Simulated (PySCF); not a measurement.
## Exercise with solution: chemical shift, span and skew from a shielding tensor

trichloro(chlorosilyl)silane (Cl4H2Si2), SMILES Cl[SiH2][Si](Cl)(Cl)Cl. Atoms are numbered in the order given.

```xyz
8

Si     1.2132     1.3540     0.0000
Cl    -0.1834     2.8758     0.0000
Si     0.0066    -0.6177     0.0000
Cl    -1.1782    -0.7189     1.6647
Cl    -1.1782    -0.7189    -1.6647
Cl     1.2938    -2.2142     0.0000
H      2.0525     1.4443     1.2218
H      2.0525     1.4443    -1.2218
```

Geometry optimised at ωB97X-D3(BJ)/def2-SVP. Other conformers were not sampled.

GIAO shieldings from PySCF with PBE/pcSseg-1, non-relativistic, no solvent. The symmetric part of the tensor of Si3 has the principal values 282.6, 298.6, 317.5 ppm. The same nucleus in TMS has σ = 335.4 ppm at this level (PySCF, at its B3LYP-D3(BJ)/def2-TZVP geometry). Without spin–orbit terms, shifts of atoms bonded to Cl or Br come out too high.

### Question
Work out the isotropic shielding, the ²⁹Si shift against TMS, the span and the skew.

### Answer

σ(iso) = (σ11 + σ22 + σ33)/3 = 299.6 ppm. δ = σ(ref) − σ(iso) = 335.4 − (299.6) = 35.8 ppm.
Span Ω = σ33 − σ11 = 34.9 ppm. Skew κ = 3(σ(iso) − σ22)/Ω = 0.08. Tumbling in solution averages the tensor to δ; in a static solid the shielding alone would spread this spin-1/2 line over Ω.
